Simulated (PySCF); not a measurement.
A structure optimised at PBE0-D3(BJ)/def2-SVP, used in a PySCF frequency run:

```xyz
16

C     -2.2635    -0.0920    -2.6038
C     -1.5983    -0.5028    -1.2939
Si    -0.3402     0.7422    -0.6242
Si     0.6873    -0.1298     1.2860
N      1.5212    -1.5538     0.8118
F      1.6628     1.0235     1.9244
H     -2.8130     0.8568    -2.4986
H     -2.9827    -0.8515    -2.9498
H     -1.5225     0.0490    -3.4065
H     -2.3560    -0.6678    -0.5081
H     -1.0708    -1.4663    -1.4032
H      0.7246     0.9889    -1.6537
H     -0.9970     2.0566    -0.3340
H     -0.2418    -0.5195     2.3857
H      2.1167    -1.5551    -0.0088
H      1.8399    -2.2310     1.4963
```

### Question
Write its SMILES and formula.

### Answer
CC[SiH2][Si@@H](N)F, C2H10FNSi2

### Question
What are its rotational constants (standard atomic weights)?

### Answer
4.4936, 1.0007, 0.88047 GHz
